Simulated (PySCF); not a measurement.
Simulation results for C2H8GeSi, CH8GeSi2

Calculation on a computer-drawn molecule: optimised geometry and harmonic frequencies of an isolated molecule of the commonest isotopes, restricted reference for singlets and unrestricted otherwise, frozen core in MP2; on germanium a core potential holds 10 electrons, which the energies leave out, and 3d is frozen in MP2 and coupled-cluster steps. Program: PySCF 2.14.0.

Common to all runs: charge 0; multiplicity 1; method HF; basis cc-pV(D+d)Z; basis and core potential on germanium cc-pVDZ-PP ECP10MDF.

```json
{"entry": 1, "formula": "C2H8GeSi", "start_structure": {"atoms_angstrom": [["C", 0.6399, -1.388, 2.0249], ["Si", 0.191, -0.6391, 0.4642], ["C", 1.3085, 0.1855, -0.7956], ["Ge", -2.1057, -0.6088, -0.1855], ["H", 1.6454, -1.3664, 2.4014], ["H", -0.0949, -1.8048, 2.7215], ["H", 1.2696, -0.3684, -1.7291], ["H", 2.3039, 0.0745, -0.3667], ["H", 1.0887, 1.2192, -0.9496], ["H", -2.6533, -1.9589, -0.3869], ["H", -2.9868, 0.1154, 0.6995], ["H", -2.3511, 0.1194, -1.5369]]}, "given": {"drawn_bonds_atom": [1, 2, 2, 1, 1, 3, 3, 3, 4, 4, 4], "drawn_bonds_other_atom": [2, 3, 4, 5, 6, 7, 8, 9, 10, 11, 12], "drawn_bonds_order": [2, 1, 1, 1, 1, 1, 1, 1, 1, 1, 1]}, "results": {"optimised_atom_element": ["C", "Si", "C", "Ge", "H", "H", "H", "H", "H", "H", "H", "H"], "optimised_atom_x [angstrom]": [0.5642, 0.136, 1.391, -2.163, 1.589, -0.181, 1.356, 2.399, 1.19, -2.387, -3.032, -2.607], "optimised_atom_y [angstrom]": [-1.059, -0.5949, -0.06465, -0.5991, -1.076, -1.361, -0.7242, -0.09629, 0.9529, -1.546, -1.055, 0.8032], "optimised_atom_z [angstrom]": [2.043, 0.4681, -0.8237, -0.1951, 2.399, 2.771, -1.695, -0.4052, -1.169, -1.381, 0.9783, -0.6302], "modes_frequency [cm^-1]": [81.68, 132.0, 134.0, 179.6, 201.0, 364.3, 493.1, 515.2, 619.8, 698.0, 765.4, 812.3, 867.0, 876.5, 911.5, 960.4, 970.8, 1068, 1389, 1504, 1547, 1553, 2203, 2214, 2232, 3171, 3251, 3268, 3288, 3376], "modes_reduced_mass [dalton]": [1.058, 1.025, 3.143, 3.964, 2.851, 5.498, 1.089, 1.095, 1.038, 2.514, 1.535, 1.246, 1.205, 1.23, 1.248, 1.019, 1.024, 3.894, 1.242, 1.224, 1.051, 1.05, 1.023, 1.02, 1.016, 1.035, 1.101, 1.103, 1.058, 1.112], "rotational_constants [GHz]": [5.759, 1.751, 1.377], "total_energy [hartree]": -662.6609, "convergence_status_largest_gradient_component [hartree/bohr]": 2.607e-05}}
{"entry": 2, "formula": "CH8GeSi2", "start_structure": {"atoms_angstrom": [["C", -1.9213, -1.3311, -0.0109], ["Si", -0.3247, -0.8191, -0.452], ["Si", 1.7127, -1.4416, 0.2184], ["Ge", -0.4028, 0.9776, -2.0216], ["H", -2.8504, -0.9988, -0.3954], ["H", -2.1124, -2.1813, 0.6707], ["H", 2.7867, -0.7727, -0.5065], ["H", 1.9093, -1.2318, 1.5825], ["H", 1.8842, -2.9051, -0.0467], ["H", 0.6665, 0.9287, -3.1369], ["H", -0.1417, 2.4012, -1.4253], ["H", -1.6942, 1.1835, -2.7855]]}, "given": {"drawn_bonds_atom": [1, 2, 2, 1, 1, 3, 3, 3, 4, 4, 4], "drawn_bonds_other_atom": [2, 3, 4, 5, 6, 7, 8, 9, 10, 11, 12], "drawn_bonds_order": [2, 1, 1, 1, 1, 1, 1, 1, 1, 1, 1]}, "results": {"optimised_atom_element": ["C", "Si", "Si", "Ge", "H", "H", "H", "H", "H", "H", "H", "H"], "optimised_atom_x [angstrom]": [-1.79, -0.3501, 1.686, -0.4415, -2.757, -1.807, 2.643, 2.294, 1.423, 0.4312, 0.07071, -1.89], "optimised_atom_y [angstrom]": [-1.568, -0.7168, -1.49, 1.245, -1.262, -2.461, -1.806, -0.4514, -2.708, 1.07, 2.469, 1.489], "optimised_atom_z [angstrom]": [-0.2753, -0.6083, 0.2923, -1.986, -0.661, 0.3413, -0.7939, 1.158, 1.091, -3.234, -1.219, -2.415], "modes_frequency [cm^-1]": [69.27, 82.72, 92.8, 137.6, 167.5, 306.9, 460.0, 470.8, 529.5, 556.8, 585.7, 672.9, 792.4, 877.1, 886.7, 958.1, 969.2, 975.7, 1015, 1028, 1039, 1509, 2210, 2219, 2229, 2305, 2309, 2317, 3288, 3377], "modes_reduced_mass [dalton]": [1.024, 1.056, 5.014, 4.865, 2.891, 7.786, 2.237, 1.038, 1.591, 1.172, 1.195, 1.047, 1.374, 1.249, 1.06, 1.019, 1.025, 1.119, 1.036, 1.233, 2.479, 1.21, 1.023, 1.022, 1.014, 1.051, 1.026, 1.044, 1.057, 1.113], "rotational_constants [GHz]": [3.909, 1.165, 0.9168], "total_energy [hartree]": -913.7171, "convergence_status_largest_gradient_component [hartree/bohr]": 6.035e-06}}
```
